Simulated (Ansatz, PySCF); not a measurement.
(Z)-1-fluorobut-1-ene (C₄H₇F), SMILES C(/F)=C/CC. Atoms are numbered in the order given.

```xyz
12

C     -1.9540     0.8843    -0.3979
C     -0.7751    -0.0149    -0.7909
C     -0.1552    -0.7117     0.3859
C      1.1042    -0.5661     0.7928
F      1.9819     0.2303     0.1586
H     -2.4050     1.3564    -1.2850
H     -1.6297     1.6839     0.2866
H     -2.7436     0.3088     0.1132
H     -1.1274    -0.7745    -1.5126
H     -0.0051     0.5760    -1.3103
H     -0.7824    -1.3832     0.9815
H      1.5490    -1.0676     1.6571
```

Coordinates come from a B3LYP-D3(BJ)/def2-SVP optimisation. Other conformers were not sampled.

Two levels are set side by side: PBE-D3(BJ)/def2-SVP (Ansatz, a quantum-chemistry and plane-wave program) and B3LYP-D3(BJ)/def2-SVP (Ansatz). Each level has its own optimised geometry; the coordinates shown are those of the second. Frequencies come from the Hessian of PySCF at each geometry. Differences are taken from unrounded values.

```csv
quantity,B3LYP-D3(BJ)
mean bond length (Å),1.219
bond C1–C2 (Å),1.534
bond C2–C3 (Å),1.502
bond C3–C4 (Å),1.331
bond C4–F5 (Å),1.344
bond C1–H6 (Å),1.101
bond C1–H7 (Å),1.101
bond C1–H8 (Å),1.103
bond C2–H9 (Å),1.105
bond C2–H10 (Å),1.101
bond C3–H11 (Å),1.095
bond C4–H12 (Å),1.094
highest harmonic wavenumber (cm⁻¹),3202
mean harmonic wavenumber (cm⁻¹),1478
zero-point energy (kcal/mol),63.37
```

Task: What does PBE-D3(BJ) give, and how far is it from B3LYP-D3(BJ)? (An estimate is asked for; the answer gives what the named calculation found.)

Result: 
```json
[
 {"quantity": "mean bond length (Å)", "PBE-D3(BJ)": "1.226", "PBE-D3(BJ) minus B3LYP-D3(BJ)": "0.007"},
 {"quantity": "bond C1–C2 (Å)", "PBE-D3(BJ)": "1.535", "PBE-D3(BJ) minus B3LYP-D3(BJ)": "0.002"},
 {"quantity": "bond C2–C3 (Å)", "PBE-D3(BJ)": "1.502", "PBE-D3(BJ) minus B3LYP-D3(BJ)": "0.001"},
 {"quantity": "bond C3–C4 (Å)", "PBE-D3(BJ)": "1.342", "PBE-D3(BJ) minus B3LYP-D3(BJ)": "0.010"},
 {"quantity": "bond C4–F5 (Å)", "PBE-D3(BJ)": "1.349", "PBE-D3(BJ) minus B3LYP-D3(BJ)": "0.005"},
 {"quantity": "bond C1–H6 (Å)", "PBE-D3(BJ)": "1.109", "PBE-D3(BJ) minus B3LYP-D3(BJ)": "0.007"},
 {"quantity": "bond C1–H7 (Å)", "PBE-D3(BJ)": "1.109", "PBE-D3(BJ) minus B3LYP-D3(BJ)": "0.007"},
 {"quantity": "bond C1–H8 (Å)", "PBE-D3(BJ)": "1.110", "PBE-D3(BJ) minus B3LYP-D3(BJ)": "0.007"},
 {"quantity": "bond C2–H9 (Å)", "PBE-D3(BJ)": "1.114", "PBE-D3(BJ) minus B3LYP-D3(BJ)": "0.008"},
 {"quantity": "bond C2–H10 (Å)", "PBE-D3(BJ)": "1.109", "PBE-D3(BJ) minus B3LYP-D3(BJ)": "0.008"},
 {"quantity": "bond C3–H11 (Å)", "PBE-D3(BJ)": "1.103", "PBE-D3(BJ) minus B3LYP-D3(BJ)": "0.008"},
 {"quantity": "bond C4–H12 (Å)", "PBE-D3(BJ)": "1.103", "PBE-D3(BJ) minus B3LYP-D3(BJ)": "0.009"},
 {"quantity": "highest harmonic wavenumber (cm⁻¹)", "PBE-D3(BJ)": "3126", "PBE-D3(BJ) minus B3LYP-D3(BJ)": "-75"},
 {"quantity": "mean harmonic wavenumber (cm⁻¹)", "PBE-D3(BJ)": "1439", "PBE-D3(BJ) minus B3LYP-D3(BJ)": "-39"},
 {"quantity": "zero-point energy (kcal/mol)", "PBE-D3(BJ)": "61.71", "PBE-D3(BJ) minus B3LYP-D3(BJ)": "-1.66"}
]
```

Exact exchange shortens and stiffens bonds; PBE has none. Differences between two approximate levels are no errors against the true value.
